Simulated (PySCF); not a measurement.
# Electron correlation in Ca (calcium, neutral)

[Ar] 4s2, closed-shell 1S. Computed with PySCF 2.14 in pcseg-2, with no relativity, point nucleus. Frozen: [Ar]; 2 electrons correlated.

Total MP2 correlation energy: -18.34 mhartree.

Same-spin part 0.00 and opposite-spin part -18.34 mhartree; SCS-MP2 scales them by 1/3 and 6/5 to -22.01 mhartree.

With two correlated electrons CCSD is exact within the correlated space (frozen core and kept virtual orbitals).

```tsv
level	correlation energy (mhartree)
CCSD	-27.76
```

Diagnostics: T1 = 0.0091, D1 = 0.0129, largest double amplitude 0.162.

Problem. Is a single reference adequate?

Solution. Not fully. A double-excitation amplitude exceeds 0.15, a sign of near-degeneracy.
